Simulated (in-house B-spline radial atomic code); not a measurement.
The numbers below are computed, except where a source is named.
## Making a Troullier-Martins p channel for Cl, r_c = 1.08 bohr

Cl, [Ne] 3s2 3p5, non-relativistic LDA (VWN5), spherical and spin-unpolarised, from an all-electron radial atomic-structure program (B-spline basis) (atomic units). The all-electron 3p level is ε = -0.320380 hartree, its outermost node lies just inside 0.54 bohr and its outer maximum at 1.43 bohr.

Inside r_c the pseudo-orbital is u(r) = r^2 exp(p(r)), with p = c0 + c2 r² + c4 r⁴ + … + c12 r¹². The seven coefficients follow from p and its first four derivatives at r_c, from zero curvature of the screened potential at the origin, c4 = −c2²/(2l + 5), and from the norm inside r_c. At r_c the all-electron orbital has P = 0.6864144, P' = 0.5672216, the screened potential V = -2.794622, V' = 5.319433, V'' = -13.08332, and the norm inside is Q = 0.1453334.

Problem. What are p, p' and p'' at r_c?

Solution. p = ln(P/r_c^2) = ln(0.6864144/1.1664) = -0.53020. p' = P'/P − 2/r_c = 0.82635 − 1.85185 = -1.02550. The radial equation gives p'' = 2(V − ε) − 2(2) p'/r_c − p'² = -4.94848 − (-3.79814) − 1.05164 = -2.20199. Differentiating, p''' = 2V' + 2(2)p'/r_c² − 2(2)p''/r_c − 2p'p'' = 10.761, and p'''' = 2V'' − 4(2)p'/r_c³ + 4(2)p''/r_c² − 2(2)p'''/r_c − 2p''² − 2p'p''' = -62.24.

For a trial c2 the five matching conditions are linear in c0, c6, c8, c10 and c12, and c2 is varied until the norm inside r_c equals Q. The root nearest zero gives:

| n | c_n |
| --- | --- |
| 0 | 0.5531708 |
| 2 | -2.147273 |
| 4 | -0.6586832 |
| 6 | 7.181737 |
| 8 | -9.417549 |
| 10 | 5.018192 |
| 12 | -0.9855746 |

Problem. Check c4 and p(r_c), and find the screened pseudopotential at the origin.

Solution. −c2²/7 = -0.658683, as listed. The terms c_n r_c^n are 0.55317, -2.50458, -0.89613, 11.39651, -17.43123, 10.83390, -2.48184, which sum to -0.53020. Inverting the radial equation, V_l(r) = ε + 2 p'/r + (p'' + p'²)/2, so V_l(0) = ε + (2l + 3) c2 = -0.32038 + 5 × (-2.14727) = -11.0567 hartree, finite where the all-electron potential diverges.

Orbitals and screened potentials:

```json
{"r (bohr)": "0.108", "P": "-0.2133", "u": "0.01978", "V all-electron": "-115.5", "V pseudo": "-11.03"}
{"r (bohr)": "0.27", "P": "-0.3588", "u": "0.1083", "V all-electron": "-32.2", "V pseudo": "-10.18"}
{"r (bohr)": "0.432", "P": "-0.1716", "u": "0.2203", "V all-electron": "-15.13", "V pseudo": "-7.053"}
{"r (bohr)": "0.594", "P": "0.113", "u": "0.322", "V all-electron": "-8.745", "V pseudo": "-2.737"}
{"r (bohr)": "0.756", "P": "0.3712", "u": "0.4312", "V all-electron": "-5.613", "V pseudo": "-0.5701"}
{"r (bohr)": "0.918", "P": "0.5632", "u": "0.5672", "V all-electron": "-3.867", "V pseudo": "-2.085"}
{"r (bohr)": "1.08", "P": "0.6864", "u": "0.6864", "V all-electron": "-2.795", "V pseudo": "-2.795"}
```

Logarithmic derivatives P'/P at R = 1.38 bohr, for energies E around ε:

```tsv
E − ε (hartree)	all-electron	pseudo
-0.5	0.53996	0.536644
-0.25	0.315739	0.314769
-0.1	0.170358	0.170187
0	0.0682809	0.0682809
0.1	-0.0383423	-0.0385403
0.25	-0.207712	-0.209097
0.5	-0.519332	-0.526113
```

Problem. With P(R) = 0.7719119 and a norm of 0.3106928 inside R, what slope in energy does norm conservation fix?

Solution. d(P'/P)/dE = −2 × (norm inside R)/P(R)² = -1.0429 per hartree·bohr at E = ε, for both atoms, since orbital and norm agree at R. Differences over ±0.1 hartree give -1.0435 (all-electron) and -1.0436 (pseudo), which also hold third-order terms. Half a hartree below ε the two curves differ by -0.0033.
